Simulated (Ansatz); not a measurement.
**Worked example: C2H2BrF + C3H5 → C2H2F + C3H5Br**

Species: C2H2BrF `C=C(F)Br`, singlet; C3H5 `[CH2]C=C`, doublet; C2H2F `C=[C]F`, doublet; C3H5Br `C=CCBr`, singlet. A radical takes Br: the energy is the difference in strength between two C–Br bonds in different surroundings.

Shapes, held fixed at every level: PBE0-D4/def2-TZVP. Flexible molecules stand in one conformer, not always the lowest. Programs: Ansatz 0.2.0. Electronic energies: no zero-point or thermal term.

At B2PLYP/def2-TZVPP; 1 Eh = 2625.50 kJ/mol:

| species | energy (Eh) |
| --- | --- |
| C2H2BrF | -2750.948093 |
| C3H5 | -117.188320 |
| C2H2F | -177.089680 |
| C3H5Br | -2691.010464 |

Question: Work out ΔE of the reaction at this level.

Answer: 
1. Products less reactants: (-177.089680) + (-2691.010464) − [(-2750.948093) + (-117.188320)] = 0.036269 Eh = +95.2 kJ/mol.

Other levels give +93.8 (HF/def2-SVP) to +104.6 kJ/mol (r2SCAN-D4/def2-TZVPP). No measured value is set beside it here. Spin contamination: C3H5 (⟨S²⟩ up to 0.95), C2H2F (⟨S²⟩ up to 0.93). Open shells run unrestricted unless RO is named. Relativity is left out for Br unless named. Correlated rows may include outer-core shells of Br, which these sets cover unevenly.
